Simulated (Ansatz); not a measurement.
Two isomers of C2H10Si3: A = `C[Si@H]1C[Si@@H]1[SiH3]`, B = `C=C([SiH3])[SiH2][SiH3]`.

Gas-phase electronic energies from Ansatz, PBE0-D4/def2-TZVP geometries. CCSD(T)/CBS adds triple-zeta CCSD(T) − MP2 to the extrapolated MP2 energy (def2 sets, frozen cores). DFT in def2-TZVPP. B3LYP here is the variant with VWN-RPA as its local correlation; programs differ in this. One conformer a species, not always the lowest.

(1) Which isomer does CCSD(T)/CBS put lower? Give the gap. (Estimate.)

(2) Give E(B) − E(A) in kcal/mol with MP2/def2-TZVPP, B3LYP, PBE0-D4, PBE-D4, r2SCAN-D4, B2PLYP, CCSD/def2-TZVPP. (Best estimate.)

Largest T1 diagnostic: 0.014.

Results:

(1) Computed: B, by 5.7 kcal/mol.

(2) Ansatz gave: MP2/def2-TZVPP -4.0, B3LYP -9.0, PBE0-D4 2.1, PBE-D4 4.2, r2SCAN-D4 0.7, B2PLYP -8.0, CCSD/def2-TZVPP -9.2. The order is the other way round with PBE0-D4, PBE-D4, r2SCAN-D4.

The D4 term adds +0.9 kcal/mol with B3LYP and +0.4 kcal/mol with PBE0; it sums over pairs of atoms, weighted by their polarisabilities, and B3LYP, whose exchange is more repulsive, gets the larger term. From PBE to PBE0 (25 % exact exchange), in def2-TZVPP and without D4, E(B) − E(A) moves by −1.9 kcal/mol.
